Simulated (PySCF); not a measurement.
# Spinor energies of Pt⁷⁵⁺ (platinum, charge +75)

Start: [He] 2s1; 2s1/2 filled at m_j = +1/2. Calculated with PySCF 2.14 in an even-tempered Gaussian basis (16 s from 65 bohr⁻², ratio 2.4; 13 p from 85 bohr⁻², ratio 2.4; 5 d from 260 bohr⁻², ratio 2.6; 4 f from 390 bohr⁻², ratio 2.6): generalised Hartree-Fock with the X2C-1e Hamiltonian and a Gaussian nucleus; one run each with spin-orbit coupling (SO) switched off, then screened by Boettger's factors.

```json
{"spinor shell": "1s1/2", "electrons": "2", "ε, spin-free (eV)": "-88698.9", "ε, screened SO (eV)": "-88698.9", "weight of nominal j (screened SO)": "1.000", "rms radius, screened SO (bohr)": "0.0192"}
{"spinor shell": "2s1/2", "electrons": "1", "ε, spin-free (eV)": "-22237.5", "ε, screened SO (eV)": "-22237.5", "weight of nominal j (screened SO)": "1.000", "rms radius, screened SO (bohr)": "0.0746"}
```

```csv
quantity,spin-free,screened SO
E (hartree),-7432.05290,-7432.05290
M_J,1/2,1/2
⟨J²⟩,0.750,0.750
⟨L²⟩,0.000,0.000
⟨S²⟩,0.750,0.750
```

Each row is a mean over spinors that exchange with the open shell spreads, by up to 75.791 eV (1s1/2).

Breit and QED terms are absent; they matter most for the inner s and p1/2 levels.

Densities and radii are taken from the X2C orbitals without a picture-change correction, which distorts them close to the nucleus.

Without spin-orbit coupling the j labels of p, d and f shells carry no meaning; the spin-free column gives the mean over the occupied spinors of each nl shell.
